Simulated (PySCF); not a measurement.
Vertical excitations of a molecule C2H8GeN2 from TDA-PBE0/def2-SVPD (PySCF 2.14.0), as energy in eV (oscillator strength): 5.53 (0.015), 5.93 (0.048), 6.37 (0.058), 6.53 (0.056), 7.07 (0.044), 7.17 (0.004), 7.34 (0.008), 7.38 (0.042), 7.55 (0.043), 7.57 (0.004). Lowest triplet (TDA): 4.21 eV. Coordinates come from a B3LYP-D3(BJ)/def2-SVP optimisation. One conformer was computed; it need not be the lowest.

Question: Which molecule gave these data?
(A) C/C=[N]/[GeH2][NH2]
(B) C[N](C)[Ge][NH2]
(C) C=[CH][GeH]([NH2])[NH2]
(D) NC/C=[N]/[GeH3]

Answer: C, C=[CH][GeH]([NH2])[NH2]
